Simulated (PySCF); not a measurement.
Work out the structure from these simulated measurements.

Formula: C5H10N2Si2.

- UV, strongest line: among the 10 lowest singlet transitions: S9 at 6.99 eV (177 nm, f = 0.141) [TDDFT CAM-B3LYP/def2-SVPD]
- 13C NMR: chemical shifts (computed TMS as zero) by class: 173.0 (1 C), 155.3 (1 C), 139.5 (1 C), 135.8 (1 C), 128.4 (1 C) ppm [GIAO PBE0/pcSseg-1]
- Polarisability: 129.2 au [CAM-B3LYP/def2-SVPD]
- Dipole: 2.69 D [CAM-B3LYP/def2-SVPD]
- Rotational structure: rotational constants A, B, C: 1.993, 0.782, 0.588 GHz [PBE0-D3(BJ)/def2-SVP]
- Triplet: lowest triplet excitation (Tamm–Dancoff): 4.06 eV [TDA CAM-B3LYP/def2-SVPD]
- 1H NMR: chemical shifts (computed TMS as zero) by class: 8.80 (1 H), 8.12 (1 H), 7.70 (1 H), 7.15 (1 H), 5.50 (1 H), 3.56 (3 H), 0.35 (2 H) ppm [GIAO PBE0/pcSseg-1]
- Valence photoelectron: vertical ionisation energy: 8.78 eV [ΔSCF CAM-B3LYP/def2-SVPD]
- UV, first state: lowest singlet excitation: 4.71 eV (263 nm, f = 0.006) [TDDFT CAM-B3LYP/def2-SVPD]

The electronic properties come from PySCF, for the isolated species, density fitting. Levels stand in brackets. Geometry: PBE0-D3(BJ)/def2-SVP, one conformer, isolated molecule. Each NMR value is the plain mean over a class of atoms that symmetry, rotation or inversion makes alike.

**Question.** Give a SMILES that accounts for the data.

**Answer.** Numbering: `[NH2:1][Si@H:2]([SiH3:3])[c:4]1[cH:5][cH:6][cH:7][cH:8][n:9]1`. Its formula, C5H10N2Si2, gives 4 degrees of unsaturation: 1 ring and 3 π bonds in the structure found (Kekulé form). 5 carbons fall into 5 classes; from least to most shielded: substituted aromatic carbon [C4] (173.0 ppm), aromatic CH next to a ring nitrogen [C8] (155.3 ppm), aromatic CH carbon [C6] (139.5 ppm), aromatic CH carbon [C5] (135.8 ppm), aromatic CH carbon [C7] (128.4 ppm). Hydrogen classes from least to most shielded: 1 H on an aromatic CH next to a ring nitrogen, C8 (8.80 ppm), 1 H on an aromatic CH carbon, C5 (8.12 ppm), 1 H on an aromatic CH carbon, C6 (7.70 ppm), 1 H on an aromatic CH carbon, C7 (7.15 ppm), 1 H on an SiH silicon, Si2 (5.50 ppm), 3 H on an SiH3 silicon, Si3 (3.56 ppm, a mean of values up to 0.6 ppm apart in this geometry), 2 H on a silicon-bound nitrogen, N1 (0.35 ppm, a mean of values up to 0.6 ppm apart in this geometry). The first electron is taken from the HOMO, whose largest Löwdin shares are 0.26 on the silicon-bound nitrogen, 0.18 on the SiH3 silicon, 0.16 on the SiH silicon and 0.09 on the substituted aromatic carbon. The optimised geometry has point group C1 and is an asymmetric top. Structure: `N[Si@H]([SiH3])C1=CC=CC=N1`. Computed isomers that give other values at the same levels: `N[Si@@H]([SiH3])c1ccncc1` (13C chemical shifts (computed TMS as zero) by class: 155.1 (2 C), 149.8 (1 C), 133.8 (2 C) ppm). The assignments are read from this structure; whether some other isomer fits the data as well wasn't checked. The mirror image fits equally.

The values belong to the conformer `[NH2:1][Si@H:2]([SiH3:3])[c:4]1[cH:5][cH:6][cH:7][cH:8][n:9]1`: N1–Si2–C4–C5 -27°, H–N1–Si2–Si3 43°, H–N1–Si2–Si3 -98°.
